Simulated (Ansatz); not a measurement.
Species: H3B, SMILES `B` (charge 0, multiplicity 1), formula H3B.

Task: How many basis functions does frozen-core CCSD(T)/cc-pVTZ // B3LYP-D3(BJ)/def2-TZVP run with Ansatz (a program for electronic structure) use, how many core orbitals are frozen, and how many electrons are correlated?

Result: 72 basis functions and 1 frozen orbitals, which leaves 6 correlated electrons. Core time is of the order of seconds.
